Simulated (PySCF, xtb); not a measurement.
C₅H₅Cl, SMILES C#CC/C=C/Cl. The values are those of a single conformer.

Harmonic wavenumbers (cm⁻¹) from GFN2-xTB (xtb) at its own minimum, in rising order: 56, 122, 233, 249, 295, 367, 477, 643, 666, 717, 784, 923, 985, 995, 1085, 1133, 1203, 1251, 1288, 1429, 1682, 2296, 2931, 2968, 3071, 3088, 3399.

Question: What does PBE-D3(BJ)/def2-SVP in PySCF 2.14.0 give at its own minimum? (Estimate from the structure and the level; the computed values follow.)

Answer: 68, 131, 238, 262, 329, 370, 529, 641, 656, 758, 803, 895, 923, 956, 1056, 1144, 1207, 1248, 1277, 1373, 1656, 2169, 2943, 2999, 3116, 3120, 3409. Paired by order, the mean absolute difference is 27 cm⁻¹ and the zero-point energies are 49.1 and 49.0 kcal/mol.
